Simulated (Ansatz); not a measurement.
`OCB[SiH3]` and `[CH3][GaH][BH]CO` differ in one atom or group.

Ansatz, PBE0-D4/def2-TZVP geometries, multiplicity 1. Each molecule was computed in one conformer, which needn't be the lowest.

Scalar relativity is left out up to krypton.

```tsv
property	`OCB[SiH3]`
HOMO energy (B3LYP/def2-TZVPP) / eV	-7.90
HOMO energy (PBE0/def2-TZVPP) / eV	-8.16
size of the dipole moment (PBE/def2-TZVPP) / D	1.94
HOMO–LUMO gap (ωB97M-V/def2-TZVPP) / eV	10.53
HOMO energy (PBE/def2-TZVPP) / eV	-6.50
size of the dipole moment (B3LYP/def2-TZVPP) / D	1.88
```

Task: Give the same properties after the change, and the shifts. (Estimate.)

Result: Computed: 
```
                                        property  `[CH3][GaH][BH]CO`  shift
             HOMO energy (B3LYP/def2-TZVPP) / eV               -6.46   1.44
              HOMO energy (PBE0/def2-TZVPP) / eV               -6.64   1.52
  size of the dipole moment (PBE/def2-TZVPP) / D                2.69   0.75
         HOMO–LUMO gap (ωB97M-V/def2-TZVPP) / eV                9.17  -1.36
               HOMO energy (PBE/def2-TZVPP) / eV               -5.52   0.98
size of the dipole moment (B3LYP/def2-TZVPP) / D                2.79   0.91
```

With PBE0 the HOMO rises by 1.52 eV and the LUMO rises by 0.36 eV, so the gap narrows by about 1.16 eV. PBE moves the HOMO by 0.98 eV and ωB97M-V by 1.67 eV. Dipoles are sizes alone; their direction can turn.

B3LYP here is the variant with VWN-RPA as its local correlation; programs differ in this.
